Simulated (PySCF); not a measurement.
## [RuH2]+ at several levels of theory

All levels use the PBE0 minimum (quartet; H–H 0.853 Å, Ru–H 1.732 Å (×2); H–H–Ru 75.7° (×2), H–Ru–H 28.5°), basis [Ru def2-TZVP with ECP28, H def2-TZVP], scalar-relativistic core potentials, density fitting, no spin–orbit coupling, PySCF. For vertical energies the ionised species is a quintet (spins chosen at PBE0 and kept) and the electron-attached one a triplet. Open shells are unrestricted, also as the reference of the correlated levels. Dipoles are about the centre of mass. A dash marks a value that was not computed or is not defined at that level.

```json
{"level": "CCSD(T)", "vertical IP (eV)": "?", "vertical EA (eV)": "?", "−ε(HOMO) (eV)": "–", "dipole (D)": "–"}
{"level": "HF", "vertical IP (eV)": "14.70", "vertical EA (eV)": "4.78", "−ε(HOMO) (eV)": "16.73", "dipole (D)": "0.13"}
{"level": "MP2", "vertical IP (eV)": "15.97", "vertical EA (eV)": "6.42", "−ε(HOMO) (eV)": "–", "dipole (D)": "–"}
{"level": "PBE0", "vertical IP (eV)": "?", "vertical EA (eV)": "?", "−ε(HOMO) (eV)": "?", "dipole (D)": "?"}
{"level": "PBE", "vertical IP (eV)": "16.84", "vertical EA (eV)": "7.17", "−ε(HOMO) (eV)": "12.13", "dipole (D)": "0.09"}
{"level": "B3LYP", "vertical IP (eV)": "16.82", "vertical EA (eV)": "7.07", "−ε(HOMO) (eV)": "13.34", "dipole (D)": "0.03"}
{"level": "r2SCAN", "vertical IP (eV)": "16.53", "vertical EA (eV)": "6.86", "−ε(HOMO) (eV)": "12.22", "dipole (D)": "0.03"}
{"level": "wB97X", "vertical IP (eV)": "16.57", "vertical EA (eV)": "6.85", "−ε(HOMO) (eV)": "15.91", "dipole (D)": "0.10"}
```

Question: Fill in the row of CCSD(T).

Answer: vertical IP (eV) 15.94, vertical EA (eV) 6.09.

Question: Fill in the row of PBE0.

Answer: vertical IP (eV) 16.59, vertical EA (eV) 6.82, −ε(HOMO) (eV) 13.51, dipole (D) 0.01.

For RuH₂⁺ itself CCSD(T) correlates 17 electrons; T1 = 0.017, D1 = 0.069, (T) = -23 kJ/mol.

Other spin states or occupations of the open shell can lie lower.
